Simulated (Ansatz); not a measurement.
Computed with Ansatz on PBE0-D4/def2-TZVP structures; ΔE is electronic, products minus reactants. CCSD(T)/CBS is the MP2 limit (def2-TZVPP, def2-QZVPP) plus CCSD(T) − MP2 in def2-TZVPP, frozen cores. Functionals use def2-TZVPP. B3LYP here is the variant with VWN-RPA as its local correlation; programs differ in this. def2 core potentials past Kr. For I outer-core shells are correlated without core-valence functions, which leaves a few kJ/mol of doubt a bond. One conformer a species, not always the lowest.

`C=C[C](=C)[AlH2]` + `ClCCI` → `[AlH2][CH2]CI` + `C=CC(=C)Cl`  (formal exchange of groups at the Al–C bond)

CCSD(T)/CBS gives +0.08 eV.

Another level gave +0.19 eV. Which?
A. HF/def2-TZVPP
B. PBE-D4/def2-TZVPP
C. CCSD(T)/def2-TZVPP
D. B3LYP/def2-TZVPP

A. HF/def2-TZVPP 0.19, PBE-D4 -0.02, B3LYP 0.04, CCSD(T)/def2-TZVPP 0.09 eV.

Largest T1 diagnostic among the species: 0.012.

In def2-TZVPP, CCSD(T) changes the Hartree–Fock value by −0.10 eV (the triples alone add −0.01 eV) and MP2 by −0.13 eV. From PBE to PBE0 (25 % exact exchange), in def2-TZVPP and without D4, ΔE moves by +0.04 eV.
